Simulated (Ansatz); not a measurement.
Reaction: BH3S (SMILES BS) + H+ → BH4S+ (SMILES B[SH2+])
Each species at its own B3LYP-D3(BJ)/def2-TZVP minimum (Ansatz, a first-principles code).

Total energies in hartree (Ansatz). Open shells are spin-unrestricted; no spin-orbit coupling. Correlated methods leave the cores frozen. No relativity.

```csv
species,HF/cc-pV(T+d)Z,CCSD(T)/cc-pV(T+d)Z,HF/cc-pV(Q+d)Z,CCSD(T)/cc-pV(Q+d)Z,CCSDT(Q)/cc-pV(T+d)Z
1: BH3S (SMILES BS),-424.00292,-424.33572,-424.00818,-424.36088,-424.33740
2: BH4S+ (SMILES B[SH2+]),-424.28269,-424.60735,-424.28819,-424.63144,-424.60889
```

**Question.** Work out the proton affinity (electronic), positive where energy is released in kJ/mol: take Hartree-Fock from cc-pV(Q+d)Z, extrapolate the CCSD(T) correlation energy as X^-3 (X = 3, 4), and add CCSDT(Q) - CCSD(T) in cc-pV(T+d)Z. 1 hartree = 2625.5 kJ/mol.

**Answer.** 
Species 1: correlation (64·(-0.35270) - 27·(-0.33280))/37 = -0.36722; step -0.00168; E1 = -424.00818 + (-0.36722) + (-0.00168) = -424.37708
H+ has no electrons: E = 0
Species 2: correlation (64·(-0.34325) - 27·(-0.32466))/37 = -0.35682; step -0.00154; E2 = -424.28819 + (-0.35682) + (-0.00154) = -424.64655
+1·E1 -1·E2 = 0.26947 hartree = 707.5 kJ/mol.
